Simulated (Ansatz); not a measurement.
Species: HSe, charge -1, singlet. HSe- (parent SMILES [SeH], singlet).
B3LYP-D3(BJ)/def2-TZVP minimum from Ansatz (a program for electronic structure):
```xyz
2

Se     0.0000     0.0000    -0.0422
H      0.0000     0.0000     1.4361
```
Charge -1, spin multiplicity 1.

Total energies in aug-cc-pVTZ, 8 correlated electrons, 14 frozen orbitals. Open shells are spin-unrestricted; no spin-orbit coupling. Correlated methods leave the cores frozen (noble-gas shells, and filled d and f shells in the p block). No relativity. The spin of HSe- (parent SMILES [SeH], singlet) was assumed, and the state is the lowest solution found for it.

```csv
method,program,energy (Eh),minus CCSDT(Q) (mEh)
HF,Ansatz,-2400.49909,201.85
MP2,Ansatz,-2400.67362,27.32
CCSD,Ansatz,-2400.69128,9.67
CCSD(T),Ansatz,-2400.69992,1.03
CCSDT(Q),Ansatz,-2400.70095,0.00
```
